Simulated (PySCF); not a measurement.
dithiopyranylidene (C₁₀H₈S₂), SMILES C1=CC(=C2C=CSC=C2)C=CS1. Atoms are numbered in the order given.

```xyz
20

C      0.0000    -1.3356     2.8223
C      0.0000    -1.2332     1.4748
C      0.0000     0.0000     0.6988
C      0.0000     0.0000    -0.6988
C      0.0000    -1.2332    -1.4748
C      0.0000    -1.3356    -2.8223
S      0.0000     0.0000    -3.9564
C      0.0000     1.3356    -2.8223
C      0.0000     1.2332    -1.4748
C      0.0000     1.2332     1.4748
C      0.0000     1.3356     2.8223
S      0.0000     0.0000     3.9564
H      0.0000    -2.3123     3.3113
H      0.0000    -2.1828     0.9397
H      0.0000    -2.1828    -0.9397
H      0.0000    -2.3123    -3.3113
H      0.0000     2.3123    -3.3113
H      0.0000     2.1828    -0.9397
H      0.0000     2.1828     0.9397
H      0.0000     2.3123     3.3113
```

Geometry: B3LYP-D3(BJ)/def2-SVP.

Computed with TDA-ωB97X/def2-SVP (PySCF).

Vertical excitations.  State labels are in the subgroup D2h.

Computed lowest excited states:
```
state  symmetry  energy (eV)  λ (nm)      f                            main pairs
-----  --------  -----------  ------  -----  ------------------------------------
S1          B2u         3.38     367  0.000                      HOMO→LUMO+1 97 %
S2          B1u         3.92     316  1.610                        HOMO→LUMO 95 %
S3          B3g         4.04     307  0.000                      HOMO→LUMO+2 94 %
S4          B1g         5.52     225  0.000                      HOMO→LUMO+3 86 %
S5           Au         5.86     212  0.000  HOMO→LUMO+5 76 %, HOMO−1→LUMO+3 16 %
S6           Ag         5.88     211  0.000                      HOMO−1→LUMO 88 %
T1          B1u         1.57     792      0                        HOMO→LUMO 94 %
T2          B2u         2.66     466      0                      HOMO→LUMO+1 86 %
```
Triplets are in the Tamm–Dancoff approximation.
